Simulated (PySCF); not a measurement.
# One molecule, several mistakes: BFHOSi

All numbers below are calculated, not measured. They come from PySCF 2.14.0, an open-source quantum chemistry program, on an isolated molecule that a program drew, which may never have been made. The molecule is BFHOSi (charge 0, doublet), drawn as the SMILES string `O=B[SiH]F`.

Each row is a Hartree-Fock (HF) and frozen-core CCSD(T) single point in the cc-pV(D+d)Z basis, meant for a local HF minimum. Run 1 is clean. Each other run has one planted mistake out of seven kinds, and not every kind appears here: one electron removed, one electron added, multiplicity raised by two, geometry at a saddle point, minimal basis STO-3G, one bond length entered in bohr, all coordinates scaled. The reference is restricted for singlets and unrestricted otherwise, and also for a bond in bohr. Adding or removing an electron swaps singlet and doublet. Electrons count all cores. HOMO and LUMO are orbital energies over both spins, the gradient is its largest component, and the lowest frequency (negative if imaginary) is given only where the gradient is small. Bond lengths are over the 4 bonds as drawn. T1 is the CCSD diagnostic: over 0.02 (restricted) or 0.045 (unrestricted) a single reference is doubtful.

Geometry of the clean run:
```xyz
5
BFHOSi, angstrom
O    -0.9365   -1.6601   -0.5257
B    -0.5029   -0.7364    0.0773
Si    0.1700    0.9067    1.0261
F     1.7504    0.7221    1.2966
H    -0.5152    1.0977    2.3155
```

```
run,electrons,basis functions,<S^2>,HOMO (eV),LUMO (eV),gradient (hartree/bohr),lowest frequency (cm^-1),mean bond (Å),longest bond (Å),T1,HF (hartree),CCSD(T) (hartree),mistake
1,37,70,0.755,-10.45,0.24,1.4e-05,162,1.5712,2.013,0.0198,-488.57797,-489.13186,no fault
2,37,70,1.376,-10.18,-0.30,1.9e-02,-,1.9302,3.050,0.0455,-488.43368,-488.95507,one bond length entered in bohr
3,36,70,0.000,-19.47,-8.76,6.3e-02,-,1.5712,2.013,0.0253,-488.22440,-488.78885,?
4,37,70,3.771,-6.86,-3.99,3.3e-02,-,1.5712,2.013,0.0490,-488.32531,-488.88178,?
```

**Which mistake was planted in run 3, and what did it cost?**

It counts 36 electrons, one fewer than the clean run, at the same geometry and basis. So the mistake is: one electron removed. Subtracting run 1 and multiplying by 627.51 kcal/mol a hartree, the energy moved by 221.9 kcal/mol in HF and 215.2 kcal/mol in CCSD(T).

**Which mistake was planted in run 4, and what did it cost?**

Electrons, basis and geometry are unchanged, and <S^2> is 3.771, beside S(S+1) = 3.75 for a multiplicity of 4. So the mistake is: multiplicity raised by two. Subtracting run 1 and multiplying by 627.51 kcal/mol a hartree, the energy moved by 158.5 kcal/mol in HF and 156.9 kcal/mol in CCSD(T).

Cautions from the logs. Run 2: T1 is over the limit, so its CCSD(T) energy is less reliable; run 3: T1 is over the limit, so its CCSD(T) energy is less reliable; run 4: T1 is over the limit, so its CCSD(T) energy is less reliable.
